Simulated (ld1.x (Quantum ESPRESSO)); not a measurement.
Scattering properties, TM semilocal potential for Ge (Z = 32)

```
Element                 : germanium
Generator               : ld1.x (Quantum ESPRESSO) 7.5
Type                    : norm-conserving Troullier–Martins (semilocal form)
Functional              : PBE
Relativity              : scalar-relativistic
Frozen core             : [Ne]
Valence charge          : 22
Reference configuration : 3s2 3p6 3d10 4s2 4p2
Partial waves           : 3s (bound): rc 0.70 bohr; 3p (bound): rc 0.85 bohr; 3d (bound): rc 0.70 bohr
Local potential         : the d channel
Core correction         : none
```

Occupied shells without a wave of their own: 4p, 4s. They enter only through the test configuration that unscreens the potential.

The phase is arctan(r·u′/u) with u = r·R(r), unwrapped; energies in Ry, scanned from -14 to 5 Ry. A pole is an energy at which the radial function vanishes at the test radius. The pseudo phase is shifted by a multiple of π to meet the all-electron one at the reference energy, and phase errors are pseudo minus all-electron; the curves can meet again beyond the range given. Levels narrower than the energy grid can be missing from the lists of poles.

| channel | radius (bohr) | reference energy (Ry) | poles, all-electron | poles, pseudo | unbroken range about the reference energy with phases within 0.05 rad | phase error 1 Ry above the reference energy (rad) |
| --- | --- | --- | --- | --- | --- | --- |
| s | 0.95 | -12.38 | -8.66 | -8.68 | the whole range | -0.000 |
| p | 0.95 | -8.50 | -4.48 | -4.51 | the whole range | -0.000 |
| d | 0.95 | -2.15 | 1.73 | 1.77 | the whole range | +0.001 |

Phases in the p channel:

| E (Ry) | all-electron | pseudo |
| --- | --- | --- |
| -14.00 | 1.011 | 1.009 |
| -13.52 | 0.961 | 0.958 |
| -13.04 | 0.896 | 0.893 |
| -12.56 | 0.812 | 0.809 |
| -12.08 | 0.699 | 0.695 |
| -11.60 | 0.542 | 0.538 |
| -11.12 | 0.326 | 0.321 |
| -10.64 | 0.039 | 0.035 |
| -10.16 | -0.293 | -0.296 |
| -9.68 | -0.609 | -0.610 |
| -9.20 | -0.860 | -0.861 |
| -8.72 | -1.045 | -1.045 |
| -8.24 | -1.178 | -1.178 |
| -7.76 | -1.275 | -1.276 |
| -7.28 | -1.349 | -1.350 |
| -6.80 | -1.407 | -1.408 |
| -6.32 | -1.454 | -1.454 |
| -5.84 | -1.492 | -1.492 |
| -5.36 | -1.524 | -1.525 |
| -4.88 | -1.551 | -1.552 |
| -4.40 | -1.575 | -1.576 |
| -3.92 | -1.596 | -1.597 |
| -3.44 | -1.615 | -1.617 |
| -2.96 | -1.632 | -1.634 |
| -2.48 | -1.647 | -1.650 |
| -2.00 | -1.662 | -1.665 |
| -1.52 | -1.676 | -1.679 |
| -1.04 | -1.689 | -1.692 |
| -0.56 | -1.701 | -1.705 |
| -0.08 | -1.713 | -1.717 |
| 0.40 | -1.725 | -1.730 |
| 0.88 | -1.736 | -1.741 |
| 1.36 | -1.748 | -1.753 |
| 1.84 | -1.759 | -1.765 |
| 2.32 | -1.770 | -1.777 |
| 2.80 | -1.782 | -1.789 |
| 3.28 | -1.793 | -1.802 |
| 3.76 | -1.805 | -1.814 |
| 4.24 | -1.817 | -1.827 |
| 4.72 | -1.830 | -1.841 |
